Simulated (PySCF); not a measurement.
FMg, charge +1, singlet, geometry from GFN2-xTB (such geometries of metal compounds can be far from the true shape); PySCF with DF-HF/6-31G*.

Input for PySCF:
```python
from pyscf import gto, scf

mol = gto.M(
    atom='''
Mg   -0.00000000   -0.00000000   -0.74597931
F     0.00000000    0.00000000    0.99463908
''',
    basis='6-31g*',
    charge=1,
    verbose=4,
)

mf = scf.RHF(mol)
mf = mf.density_fit(auxbasis='def2-universal-jkfit')
mf.kernel()
```

Write the output that PySCF gives for this input, abridged.


```
PySCF version 2.14.0

[INPUT] verbose = 4
[INPUT] num. atoms = 2
[INPUT] num. electrons = 20
[INPUT] charge = 1
[INPUT] spin (= nelec alpha-beta = 2S) = 0
[INPUT] symmetry False subgroup None
[INPUT] Mole.unit = angstrom
[INPUT] Symbol           X                Y                Z      unit          X                Y                Z       unit  Magmom
[INPUT]  1 Mg     0.000000000000   0.000000000000  -0.745979310000 AA    0.000000000000   0.000000000000  -1.409696590492 Bohr   0.0
[INPUT]  2 F      0.000000000000   0.000000000000   0.994639080000 AA    0.000000000000   0.000000000000   1.879595453989 Bohr   0.0

nuclear repulsion = 32.8338130331715
number of shells = 14
number of NR pGTOs = 78
number of NR cGTOs = 32
basis = 6-31g*
ecp = {}

******** <class 'pyscf.df.df_jk.DFRHF'> ********
method = DFRHF
initial guess = minao
damping factor = 0
level_shift factor = 0
DIIS = <class 'pyscf.scf.diis.CDIIS'>
diis_start_cycle = 1
diis_space = 8
diis_damp = 0
SCF conv_tol = 1e-09
SCF conv_tol_grad = None
SCF max_cycles = 50
direct_scf = False
Set gradient conv threshold to 3.16228e-05
Initial guess from minao.
******** <class 'pyscf.df.df.DF'> ********
auxbasis = def2-universal-jkfit
init E= -298.89032972034
  HOMO = -0.677156526895694  LUMO = -0.191698888267046  gap/eV = 13.20998
cycle= 1 E= -298.739566154863  delta_E= 0.151  |g|= 0.567  |ddm|= 1.35
  HOMO = -0.605700589543329  LUMO = -0.287459097441406  gap/eV = 8.65979
cycle= 2 E= -298.774057519165  delta_E= -0.0345  |g|= 0.415  |ddm|= 0.595
  HOMO = -0.740733922831922  LUMO = -0.282009050583026  gap/eV = 12.48254
cycle= 3 E= -298.800421477797  delta_E= -0.0264  |g|= 0.0177  |ddm|= 0.214
  HOMO = -0.738453626710753  LUMO = -0.279068793327961  gap/eV = 12.50050
cycle= 4 E= -298.800592331786  delta_E= -0.000171  |g|= 0.0044  |ddm|= 0.028
  HOMO = -0.738735549527358  LUMO = -0.278932859926479  gap/eV = 12.51187
cycle= 5 E= -298.800608667168  delta_E= -1.63e-05  |g|= 0.00119  |ddm|= 0.00873
  HOMO = -0.738356197300658  LUMO = -0.278987243128293  gap/eV = 12.50007
cycle= 6 E= -298.800610374752  delta_E= -1.71e-06  |g|= 0.000426  |ddm|= 0.00326
  HOMO = -0.73818865076992  LUMO = -0.279027090673865  gap/eV = 12.49442
cycle= 7 E= -298.800610556589  delta_E= -1.82e-07  |g|= 5.68e-05  |ddm|= 0.0013
  HOMO = -0.738189951320941  LUMO = -0.279028627857914  gap/eV = 12.49442
cycle= 8 E= -298.800610558847  delta_E= -2.26e-09  |g|= 4.68e-06  |ddm|= 0.000128
  HOMO = -0.738189994840285  LUMO = -0.27902864904485  gap/eV = 12.49442
cycle= 9 E= -298.800610558864  delta_E= -1.76e-11  |g|= 8.11e-07  |ddm|= 1.27e-05
  HOMO = -0.73819025665326  LUMO = -0.27902864168017  gap/eV = 12.49442
Extra cycle  E= -298.800610558865  delta_E= -3.98e-13  |g|= 4.54e-07  |ddm|= 9.07e-07
converged SCF energy = -298.800610558865
```
